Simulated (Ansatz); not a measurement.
`FC(F)(F)[C-](C(F)(F)F)C(F)(F)F`, charge -1, multiplicity 1.

**Question.** Give a relaxed structure at PBE0-D4/def2-TZVPD (the Gaussian-basis code of Ansatz). (Best estimate.)

**Answer.** Ansatz gave: 
Z-matrix (Å, degrees):
```
C
F 1 1.376
F 1 1.351 2 105.0
F 1 1.376 2 102.1 3 -109.4
C 1 1.448 2 115.8 3 123.8
C 5 1.448 1 120.0 2 59.8
C 5 1.448 1 120.0 2 -120.3
F 6 1.376 5 115.8 1 -120.3
F 6 1.351 5 111.8 1 -0.0
F 6 1.376 5 115.8 1 120.2
F 7 1.351 5 111.8 1 -180.0
F 7 1.376 5 115.8 1 59.8
F 7 1.376 5 115.8 1 -59.8
```
Point group C3h.
This is one stationary point; other conformers may exist.
